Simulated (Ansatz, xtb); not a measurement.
## Two isomers of CH10GeSSi2

Structure X: `[SiH3]S[SiH2][CH2][GeH3]`, a singlet. Structure Y: `[SiH3]C[SiH2][S][GeH3]`, a singlet. Both are isolated molecules in the gas phase, relaxed with PBE-D3(BJ)/def2-SVP, each in the lowest conformer that the search found.

Quicker runs give these differences E(Y) − E(X): GFN2-xTB −0.081 eV; HF/STO-3G −0.134 eV (at GFN2-xTB geometries); r2SCAN-D4/def2-SVP −0.077 eV (at GFN2-xTB geometries).

Task: Estimate E(Y) − E(X) at the level CCSD(T)/def2-SVP + ΔMP2/def2-TZVPP.

Result: Too close to call at this level: CCSD(T)/def2-SVP + ΔMP2/def2-TZVPP gives E(Y) − E(X) = +0.006 eV.

How the difference moves with the method:

```csv
level,geometry,E(Y) − E(X) (eV),departure from the last row (eV),"job, with rough time for the two"
GFN2-xTB,GFN2-xTB,−0.081,−0.086,"optimisation, 0.53 s"
HF/STO-3G,GFN2-xTB,−0.134,−0.139,"single point, 0.84 s"
r2SCAN-D4/def2-SVP,GFN2-xTB,−0.077,−0.083,"single point, 7.8 s"
PBE-D3(BJ)/def2-SVP,PBE-D3(BJ)/def2-SVP,−0.047,−0.053,"optimisation, 1.9 min"
HF/def2-SVP,PBE-D3(BJ)/def2-SVP,−0.057,−0.062,part of the CCSD(T) run
MP2/def2-SVP,PBE-D3(BJ)/def2-SVP,−0.029,−0.034,part of the CCSD(T) run
CCSD(T)/def2-SVP,PBE-D3(BJ)/def2-SVP,−0.039,−0.044,single point
CCSD(T)/def2-SVP + ΔMP2/def2-TZVPP,PBE-D3(BJ)/def2-SVP,+0.006,,"single point, 1.9 min"
```

As drawn, Y has 1 C–Si, 1 Ge–S in place of 1 S–Si, 1 C–Ge.

The largest departure from CCSD(T)/def2-SVP + ΔMP2/def2-TZVPP is that of HF/STO-3G, 0.139 eV. The last row adds to CCSD(T) the change of the MP2 difference between the two basis sets, here +0.044 eV.

With thermal terms from frequencies at re-optimised GFN2-xTB minima (ideal gas, soft modes damped towards free rotors, one conformer each, 298.15 K, 1 atm): on the last row, ΔE + ΔZPE = −0.014, ΔH = −0.016, ΔG = −0.008 eV.

The correlated steps freeze 25 core orbitals; the filled d shell of Ge is correlated, in a basis made for valence electrons. Run with Ansatz 0.2.0, xtb 6.7.1; the last row on 4 threads of Arm Neoverse N1 on a shared host.
